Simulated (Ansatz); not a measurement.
Stepwise reaction of `[NH]=[Mo](=[NH])([NH2])[NH2]` with hydrogen chloride, as a gas-phase model of exchange steps in deposition or etching. ΔE in kJ/mol; ΔG adds harmonic PBE0-D4 terms to CCSD(T)/CBS, at 1 bar.

Computed with Ansatz on PBE0-D4/def2-TZVP structures; ΔE is electronic, products minus reactants. CCSD(T)/CBS is the MP2 limit (def2-TZVPP, def2-QZVPP) plus CCSD(T) − MP2 in def2-TZVPP, frozen cores. This one scheme is used for every species. DFT in def2-TZVPP. B3LYP here is the variant with VWN-RPA as its local correlation; programs differ in this. def2 core potentials past Kr. For Mo outer-core shells are correlated without core-valence functions, which leaves a few kJ/mol of doubt a bond. One conformer a species, not always the lowest.

```
step                                                                  reaction  PBE-D4  B3LYP-D4  ωB97M-V  CCSD(T)/CBS  ΔG(500 K)
   2  `[NH]=[Mo](=[NH])([NH2])[Cl]` + HCl → `[NH]=[Mo](=[NH])([Cl])[Cl]` + NH₃   -60.6     -60.4    -59.0        -63.2      -54.7
```

**Question.** Give the row of step 1, `[NH]=[Mo](=[NH])([NH2])[NH2]` + HCl → `[NH]=[Mo](=[NH])([NH2])[Cl]` + NH₃. (Best estimate.)

**Answer.** Ansatz gave: 
```json
{"step": "1", "reaction": "`[NH]=[Mo](=[NH])([NH2])[NH2]` + HCl → `[NH]=[Mo](=[NH])([NH2])[Cl]` + NH₃", "PBE-D4": "-84.8", "B3LYP-D4": "-84.8", "ωB97M-V": "-83.4", "CCSD(T)/CBS": "-88.3", "ΔG(500 K)": "-80.2"}
```

**Question.** By hand: ΔE of the 2 steps together at CCSD(T)/CBS.

**Answer.** (-88.3) + (-63.2) = -151.5 kJ/mol, or -75.8 kJ/mol a step.

In ΔE each step is higher than the one before. All are downhill at CCSD(T)/CBS. ΔG lies between -80.2 and -54.7 kJ/mol a step. PBE-D4 differs from CCSD(T)/CBS by 2.6 to 3.5 kJ/mol a step. Isolated molecules leave out the surface, adducts and barriers. Largest T1 diagnostic: 0.022.
